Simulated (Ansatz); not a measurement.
Harmonic frequencies (cm⁻¹) at PBE0-D4/def2-TZVP from Ansatz: 34, 62, 62, 68, 69, 134, 205, 280, 280, 414, 414, 460, 480, 522, 522, 998, 998, 999, 1001, 1007, 1007, 1056, 1056, 1060, 1272, 1272, 1280, 1437, 1437, 1438, 1645, 1648, 1648, 3104, 3104, 3104, 3132, 3132, 3134, 3183, 3184, 3184.

Each molecule was computed in one conformer, which needn't be the lowest.

(1) Which molecule is it?
A. `[SiH3][N]([SiH3])[InH2]`
B. `C=[CH][In]([CH]=C)[CH]=C`
C. `C[CH2][In]([F])[CH2]C`
D. `C[CH2][In]([F])[Cl]`

Results:

(1) B.
